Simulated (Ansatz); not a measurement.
Input for Ansatz (an electronic-structure program): U-B2PLYP/def2-TZVPP on LiCl+, 2S+1 = 2, a spin state set in the input, which need not be the lowest, a point of a bond scan (R = 2.390 Å). Charge +1.

Ansatz 0.2 input:
```yaml
crystal:
  periodic: [false, false, false]
  atoms:
    - {symbol: Li, position_ang: [0.00000000, 0.00000000, 0.00000000]}
    - {symbol: Cl, position_ang: [0.00000000, 0.00000000, 2.38957900]}
basis:
  gaussian:
    orbitals: def2-TZVPP
    pivot_positions_ang: [[0.00000000, 0.00000000, 0.00000000], [0.00000000, 0.00000000, 2.38957900]]
hamiltonian:
  xc: {name: B2PLYP}
total_charge: 1
magnetization: {spin_polarized: true, initial_magnetization: 1}
correlation: {electrons: valence}
output: {orbitals: {seedname: ./end}}
```

### Question
What total energy does the run end on?

### Answer
-467.3188 hartree.
